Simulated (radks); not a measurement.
Valence configurations of Ga II (all share [Ar]). Calculated with a radial shooting solver on a logarithmic mesh with Libxc functionals: Dirac Kohn-Sham, PBE, spin-unpolarised, spherical densities, finite nucleus; open shells are shared between the two j in proportion to 2j + 1; Fermi nuclear charge, rms radius 3.9973 fm. Energies are relative to 3d10 4s2; eigenvalues in eV.

3d10 4s2: E (eV) 0.000; e(3d3/2) -27.696; e(3d5/2) -27.234; e(4s1/2) -16.330
3d10 4s1.5 4p0.5: E (eV) 3.658; e(3d3/2) -28.626; e(3d5/2) -28.163; e(4p1/2) -9.635; e(4p3/2) -9.460; e(4s1/2) -16.889
3d10 4s1 4p1: E (eV) 7.370; e(3d3/2) -29.523; e(3d5/2) -29.059; e(4p1/2) -10.064; e(4p3/2) -9.882; e(4s1/2) -17.421
3d10 4p2: E (eV) 14.947; e(3d3/2) -31.235; e(3d5/2) -30.769; e(4p1/2) -10.870; e(4p3/2) -10.676
3d9.5 4s1 4p1.5: E (eV) 17.912; e(3d3/2) -34.107; e(3d5/2) -33.627; e(4p1/2) -11.057; e(4p3/2) -10.850; e(4s1/2) -18.857
3d9 4s2 4p1: E (eV) 22.005; e(3d3/2) -37.206; e(3d5/2) -36.709; e(4p1/2) -11.262; e(4p3/2) -11.040; e(4s1/2) -19.321
3d9 4s1 4p2: E (eV) 30.303; e(3d3/2) -38.856; e(3d5/2) -38.358; e(4p1/2) -12.018; e(4p3/2) -11.784; e(4s1/2) -20.249
3d8.5 4s1 4p2.5: E (eV) 44.638; e(3d3/2) -43.759; e(3d5/2) -43.244; e(4p1/2) -12.952; e(4p3/2) -12.691; e(4s1/2) -21.602
3d8 4s2 4p2: E (eV) 51.829; e(3d3/2) -47.297; e(3d5/2) -46.765; e(4p1/2) -13.196; e(4p3/2) -12.919; e(4s1/2) -22.108
3d7.5 4s1 4p3.5: E (eV) 79.480; e(3d3/2) -53.998; e(3d5/2) -53.446; e(4p1/2) -14.763; e(4p3/2) -14.446; e(4s1/2) -24.213

NIST lists [Ar] 3d10 4s2 as the ground configuration; this level of theory agrees among the configurations tried. The energies are those of spherical spin-averaged densities, not of single terms.
